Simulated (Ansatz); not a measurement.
One change: `B[CH2][GeH2][SiH3]` becomes `C[CH2][GeH2][SiH3]`.

Ansatz, PBE0-D4/def2-TZVP geometries, multiplicity 1. Each molecule was computed in one conformer, which needn't be the lowest.

Scalar relativity is left out up to krypton.

```tsv
property	`B[CH2][GeH2][SiH3]`
HOMO energy (PBE/def2-TZVPP) / eV	-7.16
LUMO energy (ωB97M-V/def2-TZVPP) / eV	0.75
HOMO energy (ωB97M-V/def2-TZVPP) / eV	-10.24
HOMO–LUMO gap (B3LYP/def2-TZVPP) / eV	6.71
HOMO energy (PBE0/def2-TZVPP) / eV	-8.22
LUMO energy (B3LYP/def2-TZVPP) / eV	-1.30
```

**Question.** What does the change do to each property? (Best estimate.)

**Answer.** Computed: 
```csv
property,`C[CH2][GeH2][SiH3]`,shift
HOMO energy (PBE/def2-TZVPP) / eV,-6.74,0.42
LUMO energy (ωB97M-V/def2-TZVPP) / eV,1.91,1.16
HOMO energy (ωB97M-V/def2-TZVPP) / eV,-9.89,0.35
HOMO–LUMO gap (B3LYP/def2-TZVPP) / eV,7.71,1.00
HOMO energy (PBE0/def2-TZVPP) / eV,-7.84,0.38
LUMO energy (B3LYP/def2-TZVPP) / eV,0.07,1.37
```

With PBE0 the HOMO rises by 0.38 eV and the LUMO rises by 1.39 eV, so the gap widens by about 1.01 eV. PBE moves the HOMO by 0.42 eV and ωB97M-V by 0.35 eV.

B3LYP here is the variant with VWN-RPA as its local correlation; programs differ in this.
